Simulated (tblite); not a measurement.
Compound: C8H13ClO.
Numbering: `[CH2:1]=[CH:2][C@@H:3]([C:4](=[O:5])[Cl:6])[C@H:7]([CH3:8])[CH2:9][CH3:10]` (hydrogens: H11, H12 on C1; H13 on C2; H14 on C3; H15 on C7; H16, H17, H18 on C8; H19, H20 on C9; H21, H22, H23 on C10)

Cartesian coordinates in Å at the GFN2-xTB level; atoms count from 1:
```xyz
23
C8H13ClO angstrom
C      2.6332    0.5122   -0.9081
C      1.6498    0.4541   -0.0293
C      0.6396   -0.6634    0.0156
C      1.1554   -1.5942    1.0757
O      1.6247   -2.6720    0.9323
Cl     1.0985   -0.8862    2.7020
C     -0.8063   -0.2088    0.2969
C     -1.6747   -1.4368    0.5769
C     -1.3951    0.5730   -0.8837
C     -0.8642    1.9939   -1.0280
H      3.3543    1.3115   -0.8979
H      2.7536   -0.2290   -1.6811
H      1.5544    1.1950    0.7517
H      0.6682   -1.2240   -0.9250
H     -0.8047    0.4323    1.1833
H     -2.6978   -1.1357    0.7893
H     -1.3037   -1.9944    1.4335
H     -1.6846   -2.1008   -0.2851
H     -1.2137    0.0210   -1.8085
H     -2.4771    0.6237   -0.7420
H      0.1929    1.9956   -1.2766
H     -1.0047    2.5493   -0.1033
H     -1.4028    2.5106   -1.8194
```

Calculated harmonic vibrations of the isolated species, GFN2-xTB (tblite), most abundant isotopes, no scaling. The method is semi-empirical: single wavenumbers can be off by several per cent or more. One conformer, not necessarily the lowest.

Harmonic wavenumbers (cm⁻¹): 34.1, 53.6, 77.6, 104.3, 135.5, 168.9, 202.0, 216.6, 247.9, 271.1, 317.7, 348.8, 414.8, 451.8, 481.2, 518.7, 574.1, 617.2, 679.1, 807.4, 881.3, 900.0, 915.6, 975.5, 998.9, 1019.2, 1026.1, 1053.7, 1080.2, 1104.6, 1140.6, 1160.3, 1169.7, 1222.6, 1232.3, 1274.8, 1286.2, 1290.9, 1330.9, 1359.9, 1408.4, 1415.4, 1421.4, 1488.1, 1498.7, 1503.0, 1504.3, 1506.8, 1699.8, 1825.8, 2941.7, 2953.2, 2970.5, 2984.3, 3032.0, 3033.6, 3036.6, 3037.4, 3045.5, 3060.2, 3076.3, 3103.3, 3131.4.

A = 1393, B = 849.5, C = 689.9 MHz; mass 160.065 u (most abundant isotopes); point group C1, symmetry number 1.

Zero-point energy?

½Σν̃ = 41912 cm⁻¹ = 119.83 kcal/mol.

Entropy at 500 K, 1 bar (ideal gas, RRHO, classical rotation)?

Translation 43.71, rotation 31.90, vibration 63.42: S = 139.0 cal/(mol K).

And Cp and H(500 K) − H(0)?

Cp = 67.07 cal/(mol K), of which vibrations give 59.13 (their classical limit is 63 R = 125.2); H(500 K) − H(0) = 19.69 kcal/mol without the zero-point energy, 15.71 from vibrations.

How do the functions run with temperature in this model?

```json
{"T (K)": "150", "S (cal/(mol K))": "85.5", "Cp (cal/(mol K))": "28.7", "H − H(0) (kcal/mol)": "2.79", "G − H(0) (kcal/mol)": "-10.04", "ln q(vib)": "4.44"}
{"T (K)": "250", "S (cal/(mol K))": "102.8", "Cp (cal/(mol K))": "39.8", "H − H(0) (kcal/mol)": "6.22", "G − H(0) (kcal/mol)": "-19.48", "ln q(vib)": "7.93"}
{"T (K)": "298.15", "S (cal/(mol K))": "110.3", "Cp (cal/(mol K))": "45.3", "H − H(0) (kcal/mol)": "8.26", "G − H(0) (kcal/mol)": "-24.61", "ln q(vib)": "9.56"}
{"T (K)": "400", "S (cal/(mol K))": "125.2", "Cp (cal/(mol K))": "56.9", "H − H(0) (kcal/mol)": "13.48", "G − H(0) (kcal/mol)": "-36.61", "ln q(vib)": "12.90"}
{"T (K)": "600", "S (cal/(mol K))": "152.0", "Cp (cal/(mol K))": "75.7", "H − H(0) (kcal/mol)": "26.84", "G − H(0) (kcal/mol)": "-64.39", "ln q(vib)": "19.22"}
{"T (K)": "900", "S (cal/(mol K))": "186.5", "Cp (cal/(mol K))": "94.2", "H − H(0) (kcal/mol)": "52.54", "G − H(0) (kcal/mol)": "-115.33", "ln q(vib)": "28.09"}
```

q(vib) and H(0) count from the zero-point level.

What must be added to the electronic energy to get the Gibbs energy at 500 K and 1 bar?

ZPE + [H(500 K) − H(0)] − T·S = 119.83 + 19.69 − 69.52 = 70.00 kcal/mol.

Which modes carry the vibrational entropy at 500 K?

34.1 cm⁻¹: 6.60; 53.6 cm⁻¹: 5.70; 77.6 cm⁻¹: 4.97; 104.3 cm⁻¹: 4.39; 135.5 cm⁻¹: 3.87; 168.9 cm⁻¹: 3.44 cal/(mol K); the other 57 give 34.45 together.

Hindered rotation and anharmonicity are outside this model. Other conformers, if any are populated, would add a mixing term that is left out. The structure is chiral; the term R ln 2 for an equal mix with its mirror image is left out.
